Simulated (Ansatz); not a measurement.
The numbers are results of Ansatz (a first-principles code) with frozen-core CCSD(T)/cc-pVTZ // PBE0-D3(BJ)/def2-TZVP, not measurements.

Ansatz 0.2 input:
```yaml
crystal:
  periodic: [false, false, false]
  atoms:
    - { symbol: Br, position_ang: [-1.675248, -0.283505, 0.000006] }
    - { symbol: B, position_ang: [-0.000195, 0.565854, -0.000001] }
    - { symbol: Br, position_ang: [1.675443, -0.282349, -0.000005] }
basis:
  gaussian: { orbitals: cc-pVTZ }
correlation:
  method: ccsd_t
magnetization:
  spin_polarized: true
  initial_magnetization: 1
```

Output:

```
Functional definition: HF
749 factors; integrals over basis functions are off by at most 5.5e-4 eV
mean field evaluation 1: about -140671.2038 eV, gradient 1.0e1 eV
mean field evaluation 2: about -140671.2073 eV, gradient 1.0e1 eV
mean field evaluation 4: about -140672.4871 eV, gradient 2.5e0 eV
mean field evaluation 8: about -140672.6382 eV, gradient 1.8e-1 eV
mean field evaluation 16: about -140672.6134 eV, gradient 8.3e-1 eV
mean field evaluation 32: about -140670.4833 eV, gradient 3.1e-3 eV
mean field -140672.63907655 eV, -5169.6241347237 hartree, gradient 3.4e-6 eV, S^2 0.757161; 1 other end points of the search recorded, 0 dependent functions left out
determinant -140672.63907655 eV, -5169.6241347237 hartree, with singles and doubles -140687.35664691 eV, -5170.1649954586 hartree
determinant -140670.48330448 eV, -5169.5449115615 hartree, with singles and doubles -140685.35623785 eV, -5170.0914817817 hartree
19 core orbitals not correlated
reference -140672.63907655 eV, -5169.6241347237 hartree; 19, 18 occupied and 78, 79 virtual orbitals, 749 factors
second order -14.14644900 eV of doubles, -0.00000000 eV of singles
cycle   1  -14.71749511 eV  change    7.5e-5 eV  update   8.3e-4
cycle   2  -14.71806131 eV  change   -5.7e-4 eV  update   5.4e-4
cycle   3  -14.71772511 eV  change    3.4e-4 eV  update   1.9e-4
cycle   4  -14.71775587 eV  change   -3.1e-5 eV  update   7.9e-5
cycle   5  -14.71790202 eV  change   -1.5e-4 eV  update   1.7e-5
cycle   6  -14.71791690 eV  change   -1.5e-5 eV  update   7.2e-6
perturbative correction -0.63880273 eV, -0.0234755672 hartree
Total energy: -140687.99579617 eV, -5170.1884837608 hartree
```

Cost: very roughly 60 core-seconds.
